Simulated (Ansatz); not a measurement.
The inner images of a band of CH₅ClSn (8 atoms, charge 0, multiplicity 1) are given out of order.

The calculation used RKS BHLYP-D4/def2-SVP (Ansatz 0.2.0).

Initial state:

```xyz
8
Properties=species:S:1:pos:R:3
Sn 0.251 -0.002 -0.013
Cl 0.815 -0.349 2.257
H 1.731 0.152 -0.843
H -0.651 1.443 -0.052
C -0.881 -1.716 -0.610
H -1.664 -1.903 0.126
H -1.337 -1.545 -1.587
H -0.226 -2.587 -0.665
```

Final state:

```xyz
8
Properties=species:S:1:pos:R:3
Sn -0.074 0.296 -1.096
Cl 1.406 -0.097 1.544
H 2.583 -0.181 1.045
H -1.253 1.150 -0.080
C -1.019 -1.669 -0.738
H -1.237 -1.826 0.322
H -1.973 -1.691 -1.279
H -0.397 -2.488 -1.105
```

Task: Put them in order from the first end to the last, with their energies above the first end.
A.
```xyz
8
Properties=species:S:1:pos:R:3
Sn 0.133 0.175 -0.915
Cl 1.472 -0.228 1.811
H 2.159 0.061 0.758
H -1.083 1.215 -0.168
C -1.005 -1.695 -0.734
H -1.291 -1.897 0.302
H -1.922 -1.598 -1.323
H -0.426 -2.538 -1.117
```
B.
```xyz
8
Properties=species:S:1:pos:R:3
Sn 0.274 0.009 -0.261
Cl 1.031 -0.245 2.097
H 1.917 0.105 0.055
H -0.777 1.358 -0.348
C -0.934 -1.714 -0.712
H -1.366 -1.958 0.262
H -1.747 -1.491 -1.408
H -0.362 -2.568 -1.072
```
C.
```xyz
8
Properties=species:S:1:pos:R:3
Sn 0.270 -0.012 -0.023
Cl 0.675 -0.268 2.293
H 1.812 0.068 -0.743
H -0.584 1.452 -0.189
C -0.883 -1.717 -0.611
H -1.476 -2.045 0.244
H -1.551 -1.455 -1.434
H -0.225 -2.529 -0.923
```
D.
```xyz
8
Properties=species:S:1:pos:R:3
Sn 0.252 0.066 -0.538
Cl 1.313 -0.229 1.945
H 1.821 0.080 0.365
H -0.884 1.337 -0.259
C -0.956 -1.716 -0.713
H -1.323 -1.971 0.284
H -1.811 -1.523 -1.365
H -0.373 -2.550 -1.105
```
E.
```xyz
8
Properties=species:S:1:pos:R:3
Sn 0.285 -0.019 -0.090
Cl 0.810 -0.253 2.216
H 1.944 0.116 -0.361
H -0.678 1.374 -0.335
C -0.911 -1.714 -0.661
H -1.393 -2.011 0.272
H -1.686 -1.442 -1.382
H -0.334 -2.555 -1.046
```

Result: C (+0.6 kJ/mol), E (+24.5 kJ/mol), B (+125.0 kJ/mol), D (+222.9 kJ/mol), A (+154.1 kJ/mol).

The run took 3.6 min on 1 thread of Arm Neoverse V1 (shared host), peak memory 0.17 GiB.
